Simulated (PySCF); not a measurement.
## Where the electron goes

Compound: C5H10O2Si.
Atom-mapped SMILES: `[O:1]=[CH:2][C@@:3]1([SiH3:4])[CH2:5][C@H:6]1[CH2:7][OH:8]` (hydrogens: H9 on C2; H10, H11, H12 on Si4; H13, H14 on C5; H15 on C6; H16, H17 on C7; H18 on O8)

Cartesian coordinates in Å at the GFN2-xTB level; atoms count from 1:
```xyz
18
C5H10O2Si angstrom
O      1.661    2.150   -0.710
C      0.729    1.641   -0.134
C      0.685    0.208    0.120
Si     2.323   -0.576   -0.439
C     -0.096   -0.291    1.320
C     -0.625   -0.549   -0.040
C     -1.889    0.117   -0.542
O     -2.998   -0.746   -0.434
H     -0.109    2.261    0.240
H      2.225   -1.994   -0.066
H      3.416    0.052    0.293
H      2.430   -0.446   -1.887
H     -0.591    0.455    1.929
H      0.333   -1.103    1.886
H     -0.522   -1.557   -0.429
H     -2.080    1.052    0.002
H     -1.804    0.347   -1.608
H     -3.097   -1.012    0.487
```

Method used: TDDFT CAM-B3LYP/def2-SVPD, vertical, gas phase, core orbitals frozen in the response (PySCF 2.14.0, density-fitted response routines).

Frontier orbitals with the atoms that hold most of them (Löwdin shares over 4%, at most four atoms; ? is withheld):

```json
{"orbital": "LUMO+2", "ε (eV)": "1.30", "atoms": "Si4 34%, O8 10%, H10 7%, H12 6%"}
{"orbital": "LUMO+1", "ε (eV)": "0.92", "atoms": "O8 20%, H18 14%, C5 12%, C7 11%"}
{"orbital": "LUMO", "ε (eV)": "?", "atoms": "?"}
{"orbital": "HOMO", "ε (eV)": "-9.17", "atoms": "?"}
{"orbital": "HOMO-1", "ε (eV)": "-9.65", "atoms": "O8 33%, C6 15%, C3 13%, O1 10%"}
{"orbital": "HOMO-2", "ε (eV)": "-10.16", "atoms": "C5 24%, C3 23%, Si4 11%, C6 11%"}
{"orbital": "HOMO-3", "ε (eV)": "-10.54", "atoms": "O8 30%, C3 13%, C6 13%, C7 8%"}
```

Task: Give the leading atoms of the LUMO.

Result: C2 (bonded to C, O and H) 36%; O1 (bonded to C) 32%; C3 (bonded to 3 C and Si) 7%; H9 (bonded to C) 7%. By element: carbon 42% or more, oxygen 32% or more, hydrogen 7% or more.

Task: Which atoms hold the HOMO, and with what shares?

Result: O1 (bonded to C) 51%; C2 (bonded to C, O and H) 14%; C3 (bonded to 3 C and Si) 10%; H9 (bonded to C) 8%. By element: oxygen 51% or more, carbon 24% or more, hydrogen 8% or more.

Task: What is the LUMO energy, and the HOMO–LUMO gap?

Result: ε(LUMO) = 0.13 eV; the gap is 9.31 eV (0.3421 hartree).

Task: How does S1 compare with the orbital gap of 9.31 eV?

Result: S1 is at 4.43 eV (f = 0.0003), 4.87 eV below the gap, made of HOMO→LUMO (89%). Without the coupling terms of the response equations the lowest excitation would equal the gap.

S1 has the pattern of n→π* at C=O.

Next come S2 at 6.51 eV (f 0.012), HOMO-1→LUMO (51%), HOMO-2→LUMO (35%); S3 at 7.03 eV (f 0.135), HOMO-2→LUMO (54%), HOMO-1→LUMO (28%); S4 at 7.14 eV (f 0.025), HOMO-1→LUMO+1 (50%), HOMO→LUMO+1 (12%), HOMO-3→LUMO+1 (10%); S5 at 7.54 eV (f 0.026), HOMO→LUMO+1 (24%), HOMO→LUMO+3 (22%), HOMO→LUMO+2 (22%).

On one thread of an Arm Neoverse N1 (shared host), this took 2.3 min of wall time and 1.1 GiB of memory at its peak.

One conformer stands for the species.
